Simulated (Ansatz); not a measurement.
C3H7BOS, SMILES `CBCC(O)=S`. Total charge 0; spin multiplicity 1. Geometry: relaxed with PBE0-D4/def2-TZVP. It is one conformer, not always the lowest.

```xyz
13

C    -0.738    1.050    1.622
B     0.027    0.649    0.337
C    -0.344   -0.614   -0.510
C     0.764   -1.309   -1.242
O     1.582   -0.509   -1.928
S     0.988   -2.915   -1.233
H    -1.707    0.564    1.752
H    -0.099    0.711    2.454
H    -0.837    2.129    1.757
H     0.941    1.345   -0.035
H    -1.008   -0.172   -1.280
H    -0.950   -1.343    0.026
H     1.380    0.414   -1.719
```

Task: What is the dipole moment at r2SCAN/def2-TZVPP? (An estimate is asked.)

Result: Computed: 4.84 D, with components (-2.03, 4.12, 1.51) D in this frame, pointing from negative to positive charge.

Task: And with PBE, B3LYP, ωB97M-V? (Estimate.)

Result: Computed: PBE 4.60 D, B3LYP 4.75 D, ωB97M-V 4.82 D.

Task: Give the Mulliken charges with r2SCAN, ωB97M-V, B3LYP in def2-TZVPP. (Best estimate.)

Result: Ansatz gave: 
```tsv
atom	r2SCAN	ωB97M-V	B3LYP
C1	-0.21	-0.32	-0.29
B2	0.06	-0.05	0.01
C3	-0.12	-0.21	-0.16
C4	0.20	0.16	0.21
O5	-0.23	-0.20	-0.21
S6	-0.27	-0.22	-0.27
H7	0.06	0.11	0.10
H8	0.07	0.12	0.10
H9	0.07	0.12	0.11
H10	-0.02	0.05	0.00
H11	0.09	0.14	0.11
H12	0.07	0.11	0.10
H13	0.21	0.19	0.20
```

B3LYP here is the variant with VWN-RPA as its local correlation; programs differ in this.
